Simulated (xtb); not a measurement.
xtb input (GFN2-xTB):

```bash
xtb mol.xyz --gfn 2 --ohess tight --chrg 1 --uhf 0
```
mol.xyz:
```
10

C      1.44399467    -0.50197762    -0.21770316
B      0.10665858     0.08723171     0.04441369
O     -0.32400141     1.22903076     0.64331545
O     -1.09630566    -0.64413848    -0.33433217
H      1.57252262    -1.48687924     0.23521418
H      1.60305776    -0.67044515    -1.33533056
H      2.29826879     0.11686713     0.10138260
H      0.28044341     1.86766207     0.94140567
H     -2.04268455    -0.33008025    -0.20311616
H     -1.08316738    -1.57415202    -0.79821900
```

End of the output:

```
   ------------------------------------------------------------------------

   temp. (K)  partition function   enthalpy   heat capacity  entropy
                                   cal/mol     cal/K/mol   cal/K/mol   J/K/mol
 298.15  VIB   17.9                 1813.023     12.469     10.379
         ROT  0.491E+05              888.752      2.981     24.447
         INT  0.879E+06             2701.776     15.450     34.825
         TR   0.459E+27             1481.254      4.968     38.221
         TOT                        4183.0297    20.4185    73.0461   305.6250

       T/K    H(0)-H(T)+PV         H(T)/Eh          T*S/Eh         G(T)/Eh
   ------------------------------------------------------------------------
    298.15    0.666608E-02    0.836791E-01    0.347066E-01    0.489725E-01
   ------------------------------------------------------------------------

         :::::::::::::::::::::::::::::::::::::::::::::::::::::
         ::                  THERMODYNAMIC                  ::
         :::::::::::::::::::::::::::::::::::::::::::::::::::::
         :: total free energy         -14.134981667074 Eh   ::
         ::.................................................::
         :: total energy              -14.183954203217 Eh   ::
         :: zero point energy           0.077013029085 Eh   ::
         :: G(RRHO) w/o ZPVE           -0.028040492942 Eh   ::
         :: G(RRHO) contrib.            0.048972536143 Eh   ::
         :::::::::::::::::::::::::::::::::::::::::::::::::::::
imag cut-off (cm-1) :    5.00
 found            1  significant imaginary frequency
 writing imag mode distorted coords to xtbhess.xyz
 for further optimization.

optimized geometry written to: xtbopt.xyz

           -------------------------------------------------
          | TOTAL ENERGY              -14.183954203217 Eh   |
          | TOTAL ENTHALPY            -14.100275092039 Eh   |
          | TOTAL FREE ENERGY         -14.134981667074 Eh   |
          | GRADIENT NORM               0.000245121081 Eh/α |
          | HOMO-LUMO GAP               6.650050876886 eV   |
           -------------------------------------------------

------------------------------------------------------------------------
------------------------------------------------------------------------
 total:
 SCF:
 ANC optimizer:
 analytical hessian:
```

It need not be the lowest isomer of its formula.
